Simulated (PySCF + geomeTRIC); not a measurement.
All values below come from BP86-D3(BJ)/def2-SVP in PySCF + geomeTRIC. fastk is a local helper that only speeds up exchange builds. No frequencies were computed at this level.

```python
import json, numpy as np
from pyscf import gto, dft
from fastk import lowrank_exchange
atoms = """
Zr     0.197807     0.002603    -0.081294
O      1.789993    -0.165303     0.947928
C      1.777328     0.322826     2.253254
H      2.485693     1.161870     2.354615
H      2.079103    -0.468756     2.957908
H      0.752558     0.680368     2.535286
O      0.728346    -0.741734    -1.750847
C     -0.225617    -0.813393    -2.764342
H     -0.454666    -1.865948    -3.000777
H      0.155030    -0.330809    -3.678750
H     -1.172920    -0.298221    -2.457003
H     -1.119007    -1.016937     0.654037
H     -0.211001     1.763669    -0.296208
"""
def scf(charge, spin, dm0=None):
    mol = gto.M(atom=atoms, basis='def2-svp', ecp={'Zr': 'def2-svp'}, charge=charge, spin=spin, verbose=3, max_memory=10080)
    mf = dft.KS(mol, xc='bp86').density_fit(auxbasis="def2-universal-jkfit")
    mf.disp = 'd3bj'
    mf.grids.level = 3
    mf.conv_tol = 1e-8
    mf.max_cycle = 120
    mf.level_shift = 0.25
    mf.kernel(dm0)
    if not mf.converged:
        mf = mf.newton().run(mf.mo_coeff, mf.mo_occ).undo_soscf()
    return mf
mf = scf(0, 0)
from pyscf.geomopt.geometric_solver import kernel as optimize
path = []
done, mol = optimize(mf, maxsteps=120, assert_convergence=False, callback=lambda env: path.append((env["energy"], bool(env["g_scanner"].converged))))
res = dict(converged=bool(done and path[-1][1]), energy=path[-1][0], path=[e for e, c in path], xyz=mol.atom_coords(unit="Angstrom").tolist(), nao=mol.nao)
json.dump(res, open("result.json", "w"))
```

Output:

```
converged SCF energy = -278.483246929464
Geometry optimization cycle 1
converged SCF energy = -278.483246923801
cycle 1: E = -278.483246924  dE = -278.483  norm(grad) = 0.0361453
Geometry optimization cycle 2
converged SCF energy = -278.490573682805
cycle 2: E = -278.490573683  dE = -0.00732676  norm(grad) = 0.0269947
Geometry optimization cycle 3
converged SCF energy = -278.492537755843
cycle 3: E = -278.492537756  dE = -0.00196407  norm(grad) = 0.0147364
Geometry optimization cycle 4
converged SCF energy = -278.493944100356
cycle 4: E = -278.4939441  dE = -0.00140634  norm(grad) = 0.00813764
Geometry optimization cycle 5
converged SCF energy = -278.494419029175
cycle 5: E = -278.494419029  dE = -0.000474929  norm(grad) = 0.00629974
Geometry optimization cycle 6
converged SCF energy = -278.495453015415
cycle 6: E = -278.495453015  dE = -0.00103399  norm(grad) = 0.00877477
Geometry optimization cycle 7
converged SCF energy = -278.49707451803
cycle 7: E = -278.497074518  dE = -0.0016215  norm(grad) = 0.0217416
Geometry optimization cycle 8
converged SCF energy = -278.500871765865
cycle 8: E = -278.500871766  dE = -0.00379725  norm(grad) = 0.0405444
Geometry optimization cycle 9
converged SCF energy = -278.504095995033
cycle 9: E = -278.504095995  dE = -0.00322423  norm(grad) = 0.0336349
Geometry optimization cycle 10
converged SCF energy = -278.507337912436
cycle 10: E = -278.507337912  dE = -0.00324192  norm(grad) = 0.0185873
Geometry optimization cycle 11
converged SCF energy = -278.508084305787
cycle 11: E = -278.508084306  dE = -0.000746393  norm(grad) = 0.0141111
Geometry optimization cycle 12
converged SCF energy = -278.50987695441
cycle 12: E = -278.509876954  dE = -0.00179265  norm(grad) = 0.00701181
Geometry optimization cycle 13
converged SCF energy = -278.509972572942
cycle 13: E = -278.509972573  dE = -9.56185e-05  norm(grad) = 0.00410712
Geometry optimization cycle 14
converged SCF energy = -278.510030936427
cycle 14: E = -278.510030936  dE = -5.83635e-05  norm(grad) = 0.00101103
Geometry optimization cycle 15
converged SCF energy = -278.510035624664
cycle 15: E = -278.510035625  dE = -4.68824e-06  norm(grad) = 0.00081428
Geometry optimization cycle 16
converged SCF energy = -278.510038608954
cycle 16: E = -278.510038609  dE = -2.98429e-06  norm(grad) = 0.000454469
Geometry optimization cycle 17
converged SCF energy = -278.510038535118
cycle 17: E = -278.510038535  dE = 7.38366e-08  norm(grad) = 0.000316084
Geometry optimization cycle 18
converged SCF energy = -278.510038629125
cycle 18: E = -278.510038629  dE = -9.40075e-08  norm(grad) = 0.000336749
Geometry optimization cycle 19
converged SCF energy = -278.51003918545
cycle 19: E = -278.510039185  dE = -5.56325e-07  norm(grad) = 0.000272073
<class 'geometric.internal.Distance'> : 14
<class 'geometric.internal.Angle'> : 28
<class 'geometric.internal.OutOfPlane'> : 10
<class 'geometric.internal.Dihedral'> : 52
<class 'geometric.internal.TranslationX'> : 1
<class 'geometric.internal.TranslationY'> : 1
<class 'geometric.internal.TranslationZ'> : 1
<class 'geometric.internal.RotationA'> : 1
<class 'geometric.internal.RotationB'> : 1
<class 'geometric.internal.RotationC'> : 1
Step    0 : Gradient = 1.002e-02/1.615e-02 (rms/max) Energy = -278.4832469238
Step    1 : Displace = 1.052e-01/1.249e-01 (rms/max) Trust = 1.000e-01 (=) Grad = 7.487e-03/1.507e-02 (rms/max) E (change) = -278.4905736828 (-7.327e-03) Quality = 0.842
Step    2 : Displace = 3.285e-02/4.773e-02 (rms/max) Trust = 1.414e-01 (+) Grad = 4.087e-03/9.324e-03 (rms/max) E (change) = -278.4925377558 (-1.964e-03) Quality = 1.525
Step    3 : Displace = 5.481e-02/9.348e-02 (rms/max) Trust = 2.000e-01 (+) Grad = 2.257e-03/4.524e-03 (rms/max) E (change) = -278.4939441004 (-1.406e-03) Quality = 1.191
Step    4 : Displace = 3.270e-02/5.686e-02 (rms/max) Trust = 2.828e-01 (+) Grad = 1.747e-03/3.390e-03 (rms/max) E (change) = -278.4944190292 (-4.749e-04) Quality = 1.644
Step    5 : Displace = 9.964e-02/1.602e-01 (rms/max) Trust = 3.000e-01 (+) Grad = 2.434e-03/5.376e-03 (rms/max) E (change) = -278.4954530154 (-1.034e-03) Quality = 1.487
Step    6 : Displace = 1.847e-01/2.829e-01 (rms/max) Trust = 3.000e-01 (=) Grad = 6.030e-03/1.386e-02 (rms/max) E (change) = -278.4970745180 (-1.622e-03) Quality = 1.706
Step    7 : Displace = 3.266e-01/4.172e-01 (rms/max) Trust = 3.000e-01 (=) Grad = 1.124e-02/2.494e-02 (rms/max) E (change) = -278.5008717659 (-3.797e-03) Quality = 1.153
Step    8 : Displace = 1.461e-01/1.791e-01 (rms/max) Trust = 3.000e-01 (=) Grad = 9.329e-03/1.942e-02 (rms/max) E (change) = -278.5040959950 (-3.224e-03) Quality = 1.239
Step    9 : Displace = 1.513e-01/1.902e-01 (rms/max) Trust = 3.000e-01 (=) Grad = 5.155e-03/1.050e-02 (rms/max) E (change) = -278.5073379124 (-3.242e-03) Quality = 0.994
Step   10 : Displace = 3.784e-02/4.723e-02 (rms/max) Trust = 3.000e-01 (=) Grad = 3.914e-03/7.788e-03 (rms/max) E (change) = -278.5080843058 (-7.464e-04) Quality = 1.031
Step   11 : Displace = 2.215e-01/2.906e-01 (rms/max) Trust = 3.000e-01 (=) Grad = 1.945e-03/4.808e-03 (rms/max) E (change) = -278.5098769544 (-1.793e-03) Quality = 1.002
Step   12 : Displace = 9.069e-03/1.327e-02 (rms/max) Trust = 3.000e-01 (=) Grad = 1.139e-03/2.609e-03 (rms/max) E (change) = -278.5099725729 (-9.562e-05) Quality = 1.487
Step   13 : Displace = 2.108e-02/3.402e-02 (rms/max) Trust = 3.000e-01 (=) Grad = 2.804e-04/5.785e-04 (rms/max) E (change) = -278.5100309364 (-5.836e-05) Quality = 0.993
Step   14 : Displace = 1.842e-03/3.692e-03 (rms/max) Trust = 3.000e-01 (=) Grad = 2.258e-04/5.100e-04 (rms/max) E (change) = -278.5100356247 (-4.688e-06) Quality = 1.070
Step   15 : Displace = 3.729e-03/7.344e-03 (rms/max) Trust = 3.000e-01 (=) Grad = 1.260e-04/2.471e-04 (rms/max) E (change) = -278.5100386090 (-2.984e-06) Quality = 0.629
Step   16 : Displace = 2.878e-03/4.882e-03 (rms/max) Trust = 3.000e-01 (=) Grad = 8.767e-05/2.187e-04 (rms/max) E (change) = -278.5100385351 (+7.384e-08) Quality = -0.041
Step   17 : Displace = 1.506e-03/2.381e-03 (rms/max) Trust = 1.439e-03 (-) Grad = 9.340e-05/1.835e-04 (rms/max) E (change) = -278.5100386291 (-9.401e-08) Quality = 0.062
Step   18 : Displace = 7.361e-04/1.469e-03 (rms/max) Trust = 7.194e-04 (-) Grad = 7.546e-05/1.596e-04 (rms/max) E (change) = -278.5100391855 (-5.563e-07) Quality = 0.389
Converged! =D
```

Cost: around 10 core-minutes (rough).
